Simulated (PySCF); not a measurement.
C5H15AlGe, SMILES [CH3][Al]([CH3])[Ge]([CH3])([CH3])[CH3], GFN2-xTB optimised geometry.

```
22

Ge    -0.42     0.49     0.00
C     -0.90     2.44     0.00
C     -0.90    -0.13     1.85
C      1.59     0.49     0.00
Al    -1.53    -0.82    -1.82
C     -1.91     0.23    -3.47
C     -1.89    -2.72    -1.35
H     -0.58     2.92    -0.92
H     -0.43     2.95     0.83
H     -1.98     2.57     0.09
H     -0.43     0.50     2.59
H     -0.57    -1.15     2.02
H     -1.98    -0.09     2.00
H      1.98     0.90    -0.93
H      1.97     1.08     0.82
H      1.98    -0.52     0.10
H     -2.98     0.33    -3.69
H     -1.51     1.26    -3.38
H     -1.45    -0.20    -4.37
H     -1.56    -2.95    -0.33
H     -1.39    -3.43    -2.01
H     -2.96    -2.98    -1.39
```

Density from PBE0/def2-SVP (PySCF 2.14.0) at that geometry.

Minimum of the electron density along straight lines between bonded atoms, close to the bond critical point (lines longer than 1.1 times the sum of covalent radii, or with two minima, are not listed):

| bond | length / Å | ρ at the minimum / e bohr⁻³ | ∇²ρ there / e bohr⁻⁵ | position (fraction from the first atom) |
|---|---|---|---|---|
| Ge1–C2 | 2.005 | 0.116 | 0.05 | 0.47 |
| Ge1–C3 | 2.005 | 0.116 | 0.05 | 0.47 |
| Ge1–C4 | 2.006 | 0.116 | 0.05 | 0.47 |
| Ge1–Al5 | 2.508 | 0.059 | 0.06 | 0.65 |
| Al5–C6 | 1.989 | 0.079 | 0.31 | 0.40 |
| Al5–C7 | 1.989 | 0.079 | 0.31 | 0.40 |
| C2–H8 | 1.086 | 0.272 | -0.97 | 0.62 |
| C2–H9 | 1.086 | 0.272 | -0.97 | 0.62 |
| C2–H10 | 1.087 | 0.272 | -0.97 | 0.62 |
| C3–H11 | 1.086 | 0.272 | -0.97 | 0.62 |
| C3–H12 | 1.086 | 0.272 | -0.97 | 0.62 |
| C3–H13 | 1.087 | 0.272 | -0.97 | 0.62 |
| C4–H14 | 1.086 | 0.272 | -0.97 | 0.62 |
| C4–H16 | 1.086 | 0.272 | -0.97 | 0.62 |
| C6–H17 | 1.097 | 0.263 | -0.90 | 0.62 |
| C6–H18 | 1.099 | 0.263 | -0.90 | 0.62 |
| C6–H19 | 1.097 | 0.263 | -0.90 | 0.62 |
| C7–H20 | 1.099 | 0.263 | -0.91 | 0.62 |
| C7–H21 | 1.097 | 0.263 | -0.90 | 0.62 |
| C7–H22 | 1.097 | 0.263 | -0.90 | 0.62 |
